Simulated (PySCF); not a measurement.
## Distorted geometries of Nd(OH)3

Nd(OH)3 (singlet in the valence; each metal's 4f electrons, 3 of them, lie in its core potential, out of spins and levels). PySCF 2.14.0, RKS BP86, Nd lcecp-1-SVP with ECP49, O def2-SVP, H def2-SVP; non-relativistic Hamiltonian with scalar-relativistic core potentials where named; density fitting; no spin-orbit coupling. Relaxed geometry:

```xyz
7

Nd    0.0000    0.0000   -0.3793
O     2.0668    0.0000    0.0596
H     2.9722    0.0000    0.4040
O    -1.0334    1.7899    0.0596
H    -1.4861    2.5740    0.4040
O    -1.0334   -1.7899    0.0596
H    -1.4861   -2.5741    0.4040
```

Problem. Order these distorted geometries by energy above the relaxed one, lowest first.
A.
```xyz
7

Nd    0.0349   -0.0467   -0.2651
O     2.0786    0.0578    0.1117
H     2.9384   -0.0415    0.3494
O    -0.9987    1.8085    0.0035
H    -1.5485    2.5810    0.3738
O    -1.0227   -1.8373    0.0272
H    -1.4820   -2.5218    0.4112
```
B.
```xyz
7

Nd   -0.0345   -0.1679   -0.3710
O     2.0950    0.0246    0.0133
H     3.1723   -0.0010    0.3017
O    -1.2554    1.9151   -0.0035
H    -1.4389    2.7112    0.4761
O    -0.9229   -1.7069    0.1128
H    -1.6156   -2.7751    0.4823
```
C.
```xyz
7

Nd   -0.0567    0.0117   -0.3678
O     2.0701   -0.0204    0.0829
H     3.0829   -0.0354    0.3719
O    -1.0602    1.7536    0.0447
H    -1.4815    2.6175    0.4291
O    -1.0770   -1.7879    0.0600
H    -1.4776   -2.5392    0.3907
```

Solution. A (0.37 eV), C (0.41 eV), B (3.39 eV).

Problem. Which forces (eV/Å) act in the one that lies 3.39 eV up?

Solution. 
```
Nd    3.09   8.88  -1.27
O     3.53  -0.37   0.94
H    -4.45   0.05  -1.12
O     1.44  -3.43  -1.13
H    -0.19   1.01   0.67
O    -6.31 -10.55   3.37
H     2.88   4.41  -1.45
```
Forces carry noise of the integration grid, about 0.01 to 0.03 eV/Å.

An lcecp potential fixes the number of 4f electrons, so in runs with it no electron can move into or out of that shell.
